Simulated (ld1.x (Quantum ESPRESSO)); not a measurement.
## What one change does to a pseudopotential (Se, TM)

Se (Z = 34), norm-conserving Troullier–Martins (Kleinman–Bylander form), made with ld1.x (Quantum ESPRESSO) 7.5 (PBE, fully relativistic). Core [Ar] 3d10, reference 4s2 4p4. Waves: 4s (bound): rc 1.60 bohr; 4p (bound): rc 2.00 bohr. Local part: all-electron potential smoothed inside 1.50 bohr (lloc = -1). Core correction: Bessel-smoothed model core, default radius (core density twice the valence density).

Open shells are filled in proportion to 2j + 1 (rel_dist='average').

Change: core correction none.

Cutoffs: the cutoffs (Ry, on a coarse ladder) from which the occupation-weighted sum of valence levels, in a spherical-Bessel basis at the reference potential, stays within 10 and 1 mRy of its value at 400 Ry; they do not see the model core or the augmentation charge, which bear on the density cutoff. Errors are all-electron minus pseudo energies relative to the spin-unpolarised reference configuration.

Task: What does the change do?

Result: The potential gets neither clearly harder nor softer (35 Ry and 50 Ry → 35 Ry and 50 Ry); of the 7 tests that both files solve, the error grows in 1 and shrinks in 4 by more than 15 % and 0.3 meV (median size 1.6 → 3.1 meV); neither file shows a bound ghost. The default core radius of the base comes out at 1.15 bohr.

```csv
quantity,base,changed
"cutoff, loose",35 Ry,35 Ry
"cutoff, tight",50 Ry,50 Ry
bound ghosts,none,none
"error for 4s2 4p3, meV [ΔE 10.85 eV]",+1.6,0.0
"error for 4s2 4p2, meV [ΔE 31.20 eV]",+2.9,-3.1
"error for 4s2 4p1, meV [ΔE 62.08 eV]",-13,-11
"error for 4s1 4p4, meV [ΔE 22.38 eV]",-0.4,+11
"error for 4s2 4p4.3, meV [ΔE -1.59 eV]",+0.1,+0.1
"error for 4s2 4p0, meV [ΔE 104.27 eV]",-92,+6.9
"error for 4s2 4p3.5, meV [ΔE 4.31 eV]",+0.4,0.0
s: phases at 2.21 bohr within 0.05 rad from the reference energy up to (Ry; the scan ends near 5),1.6,1.6
p1/2: phases at 2.21 bohr within 0.05 rad from the reference energy up to (Ry; the scan ends near 5),3.2,3.2
p3/2: phases at 2.21 bohr within 0.05 rad from the reference energy up to (Ry; the scan ends near 5),3.2,3.2
```
